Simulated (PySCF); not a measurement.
Species: GaCl2H.
Geometry (PBE0-D3(BJ)/def2-SVP, Å), atoms numbered from 1 in this order:
```
atom  x, y, z in Å
Ga1   -0.102   -0.161   -0.001
Cl2    2.035   -0.135    0.016
Cl3   -1.014    1.771   -0.018
H4    -0.919   -1.476    0.003
```

Computed at PBE0/pcSseg-1 (pcSseg-2 on Ga) (PySCF, non-relativistic), with Q(69Ga) = 0.171 b, Q(35Cl) = −0.0817 b: Ga1, 69Ga (I = 3/2): χzz = 117.6 MHz, η = 0.509; Cl2, 35Cl (I = 3/2): χzz = -37.19 MHz, η = 0.360.

Task: Find the zero-field quadrupole resonance frequencies of 69Ga at Ga1.

Result: From ν = (|χ|/2)√(1 + η²/3): ν = 61.31 MHz (gallium bonded to 2 Cl and H).

Task: Where would the pure quadrupole (NQR) lines of 35Cl at Cl2 fall for the rigid, isolated species?

Result: From ν = (|χ|/2)√(1 + η²/3): ν = 18.99 MHz (chlorine bonded to Ga). For 37Cl the ratio of quadrupole moments, 0.7881, gives 14.97 MHz.

In a crystal, neighbours and librations shift these lines. The calculation is non-relativistic, for gallium too. These gradients aren't converged with respect to the basis.
